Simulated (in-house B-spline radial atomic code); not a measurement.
Tc²⁺. Computed with a B-spline radial atomic code. Model: all-electron spherical atom, spin shells full or empty, radial basis limit, no spin-orbit coupling: exact exchange with a local potential (Slater, KLI or optimised effective potential, whose far tail is KLI's), no correlation.

Exchange potential has not reached -1/r at the last radius.

The run also made RPA and GW results, which its time includes.

The Slater potential averages the orbital exchange potentials with the orbital densities as weights, KLI adds orbital constants, and the optimised effective potential minimises the exact-exchange energy among local potentials. So their energies lie above Hartree-Fock in the order OEP, KLI, Slater. All fall off as −1/r, unlike LDA and GGA exchange.

Command:
```bash
python run_gw.py task.json out
```
Settings (lengths in bohr, energies in hartree):
```
Z                      43
electrons              41
configuration          [Kr] 4d5
hamiltonian            nr
method                 oep
lmax                   9
spin_polarised         True
box_radius             17.55
intervals              75
```

Cost of the run: 13 s on 1 thread of Arm Neoverse N1, on a shared host.

Given: hamiltonian non-relativistic; mean-field start exchange-only OEP.

Computed: energy above Hartree-Fock 13.548 millihartree; virial ratio -E/T less 1 0.

```csv
radius (bohr),r times exchange potential up (hartree bohr),r times exchange potential down (hartree bohr)
0.00116,-0.040412,-0.040594
0.00146,-0.050811,-0.051039
0.00182,-0.063246,-0.06353
0.00228,-0.079036,-0.079393
0.00286,-0.09877,-0.099218
0.00358,-0.12292,-0.12348
0.00449,?,?
0.00562,-0.18878,-0.18966
0.00703,-0.23163,-0.23273
0.00881,-0.28214,-0.28352
0.011,-0.3384,-0.34012
0.0138,-0.40048,-0.40263
0.0173,-0.46253,-0.46522
0.0217,-0.51701,-0.52038
0.0271,-0.55077,-0.55495
0.034,-0.54929,-0.55451
0.0426,-0.51155,-0.51809
0.0533,-0.5087,-0.51685
0.0667,-0.62577,-0.63561
0.0836,-0.7915,-0.80308
0.105,-0.91676,-0.92985
0.131,-0.96248,-0.97546
0.164,-0.89773,-0.90454
0.206,-0.84043,-0.8369
0.257,?,?
0.322,-1.2922,-1.3214
0.404,-1.3832,-1.4248
0.506,-1.2679,-1.336
0.633,-0.89922,-1.0335
0.793,-1.0266,-1.041
0.993,-1.3962,-1.315
1.24,-1.5645,-1.4027
1.56,-1.5721,-1.3764
1.95,-1.4506,-1.2898
2.44,-1.2905,-1.1953
3.06,-1.1638,-1.1223
3.83,-1.0884,-1.0725
```

(1) What belongs in the row 0.00449?

(2) What belongs in the row 0.257?

```tsv
occupied	level (hartree)	Hartree-Fock level (hartree)
1s up	-747.59	-758.62
1s down	-747.75	-758.62
2s up	-105.53	-109.67
2s down	-105.6	-109.62
2p up	-97.442	-101.01
2p down	-97.534	-100.96
3s up	?	?
3s down	-19.188	-20.696
3p up	-15.929	-17.289
3p down	-16.04	-17.263
3d up	-10.178	-11.055
3d down	-10.269	-10.989
4s up	-3.4084	-3.865
4s down	-3.3494	-3.5804
4p up	-2.5037	-2.8019
4p down	?	?
4d up	-1.1179	-1.1193
```

(3) What belongs in the row 3s up?

(4) What belongs in the row 4p down?

```json
{"empty": "4d down", "level (hartree)": "-1.0394"}
{"empty": "5s up", "level (hartree)": "?"}
{"empty": "5s down", "level (hartree)": "-0.84603"}
{"empty": "5p up", "level (hartree)": "-0.67639"}
{"empty": "5p down", "level (hartree)": "-0.65775"}
{"empty": "5d up", "level (hartree)": "?"}
{"empty": "6s up", "level (hartree)": "-0.40738"}
{"empty": "5d down", "level (hartree)": "-0.40621"}
{"empty": "6s down", "level (hartree)": "-0.3997"}
```

(5) What belongs in the row 5s up?

(6) What belongs in the row 5d up?

Answers

(1) r times exchange potential up (hartree bohr): -0.15282; r times exchange potential down (hartree bohr): -0.15352.

(2) r times exchange potential up (hartree bohr): -1.055; r times exchange potential down (hartree bohr): -1.067.

(3) level (hartree): -19.074; Hartree-Fock level (hartree): -20.716.

(4) level (hartree): -2.4339; Hartree-Fock level (hartree): -2.4341.

(5) level (hartree): -0.87472.

(6) level (hartree): -0.4144.

The highest level, 4d up, differs from Hartree-Fock by +0.038 eV and the deepest, 1s down, by +296 eV: a local potential can match the highest level but can't give each shell its own exchange.
